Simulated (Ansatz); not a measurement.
F3OSi (`[O][Si](F)(F)F`) radical. Total charge 0; spin multiplicity 2.

Cartesian coordinates in Å:
```
O -0.831 -1.315 -0.500
Si 0.016 0.006 0.008
F 1.423 0.089 -0.671
F -0.853 1.243 -0.394
F 0.245 -0.024 1.556
```

Question: List the harmonic frequencies (cm⁻¹, unscaled) at PBE0-D4/def2-TZVP in Ansatz. (An estimate is asked.)

Answer: The calculation gave: 101, 247, 349, 364, 381, 778, 981, 1015, 1032.

Question: Is this a minimum?

Answer: Yes, all 9 modes are real.

Question: Give the ideal-gas thermochemistry at 298.15 K and 1 bar (rigid rotor, harmonic oscillator; point group Cs, symmetry number 1).

Answer: Zero-point energy 31.4 kJ/mol; H(298) − E = 47.7 kJ/mol; entropy 318.3 J/(mol·K), of which translation 166.4, rotation 108.4, vibration 37.6, electronic 5.8; G(298) − E = -47.1 kJ/mol.

Question: And at 400, 500, 600, 800 and 1000 K?

Answer: 
```tsv
T (K)	H − E (kJ/mol)	S (J/mol/K)	G − E (kJ/mol)
400	55.9	341.8	-80.8
500	64.7	361.4	-116.0
600	74.0	378.3	-153.0
800	93.6	406.4	-231.6
1000	113.8	429.0	-315.2
```
